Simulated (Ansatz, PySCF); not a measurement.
This PySCF input computes a CCSD(T)/cc-pVDZ energy:

```python
from pyscf import gto, scf, mp, cc as ccmod

mol = gto.M(
    atom='''
    B     0.75463725    0.20854978    0.04226581
    N    -0.50761348   -0.14028287   -0.02843047
    H     1.87925560    0.51934666    0.10525356
    H    -1.28046013    0.52232676    0.05508646
    H    -0.81868737   -1.10244223   -0.17265575
    ''',
    basis='cc-pvdz',
    charge=1,
    spin=0,
    verbose=4,
)

mf = scf.RHF(mol)
mf.conv_tol = 1e-10
mf.max_cycle = 100
mf.kernel()
mp2 = mp.MP2(mf, frozen=2).run()
cc = ccmod.CCSD(mf, frozen=2)
cc.max_cycle = 100
cc.kernel()
et = cc.ccsd_t()
print(f'E(CCSD(T)) = {cc.e_tot + et:.9f}')
```

Write an input for the same energy in Ansatz (an electronic-structure program) and say what it gives.


Ansatz 0.2 input:
```yaml
crystal:
  periodic: [false, false, false]
  atoms:
    - {symbol: B, position_ang: [0.75463725, 0.20854978, 0.04226581]}
    - {symbol: N, position_ang: [-0.50761348, -0.14028287, -0.02843047]}
    - {symbol: H, position_ang: [1.87925560, 0.51934666, 0.10525356]}
    - {symbol: H, position_ang: [-1.28046013, 0.52232676, 0.05508646]}
    - {symbol: H, position_ang: [-0.81868737, -1.10244223, -0.17265575]}
basis:
  gaussian:
    orbitals: cc-pVDZ
total_charge: 1
magnetization: {spin_polarized: false}
correlation: {method: ccsd_t, electrons: outside_noble_gas}
```
It gives -80.88197 Eh, and PySCF -80.88197 Eh, a difference of 0.00 mEh.

It need not be the lowest isomer of its formula.
